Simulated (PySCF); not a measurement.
PySCF job for FHI2OSi, SMILES [Si](F)(I)(I)O, IEF-PCM-M06-2X/def2-SVP. Geometry optimised at PBE0-D3(BJ)/def2-SVP. The structure was generated by enumeration, and PubChem lists no compound with its InChIKey, so it may never have been made. The def2 effective core potentials stand for the cores of I; spin–orbit coupling is left out. Other conformers were not sampled.

```python
import numpy as np
from pyscf import gto, scf, dft
from pyscf.solvent import pcm

mol = gto.M(
    atom='''
    O    -1.63770371   -1.54884693   -0.44187474
    Si   -0.59946646   -0.56919357    0.35803262
    F    -0.77620373   -0.75075919    1.95120307
    I     1.63420475   -1.23452182   -0.24236992
    I    -1.04829376    1.77100329   -0.10882070
    H    -2.57328896   -1.31719986   -0.42518308
    ''',
    basis='def2-SVP',
    ecp={'I': 'def2-svp'},
    charge=0,
    spin=0,
    max_memory=1600,
    verbose=3,
)
mf = dft.RKS(mol, xc='m06-2x').density_fit(auxbasis='def2-universal-jkfit')
mf.grids.level = 4
mf.conv_tol = 1e-9
mf.max_cycle = 100
mf.kernel()
res = {}
for name, eps in {'water': 78.355, '1-octanol': 9.8629, 'chlorobenzene': 5.6968}.items():
    s = mf.PCM()
    s.with_solvent.method, s.with_solvent.eps, s.with_solvent.lebedev_order = 'IEF-PCM', eps, 29
    s.kernel(mf.make_rdm1())
    res[name] = (s.e_tot, eps, s.dip_moment(), s.mo_energy, s.converged)
    print(f'{name}: electrostatic solvation free energy {(s.e_tot - mf.e_tot) * 627.509474:.3f} kcal/mol')
```

Program output:

```
converged SCF energy = -1060.29107699758

WARN: PCM is an experimental feature. It is still in testing.
Features and APIs may be changed in the future.

converged SCF energy = -1060.29953439465
Dipole moment(X, Y, Z, Debye): -1.83480,  0.26572, -0.88073
water: electrostatic solvation free energy -5.307 kcal/mol

WARN: PCM is an experimental feature. It is still in testing.
Features and APIs may be changed in the future.

converged SCF energy = -1060.29831313481
Dipole moment(X, Y, Z, Debye): -1.76850,  0.25214, -0.86306
1-octanol: electrostatic solvation free energy -4.541 kcal/mol

WARN: PCM is an experimental feature. It is still in testing.
Features and APIs may be changed in the future.

converged SCF energy = -1060.29740326408
Dipole moment(X, Y, Z, Debye): -1.72110,  0.24293, -0.84937
chlorobenzene: electrostatic solvation free energy -3.970 kcal/mol
```

The run converged.
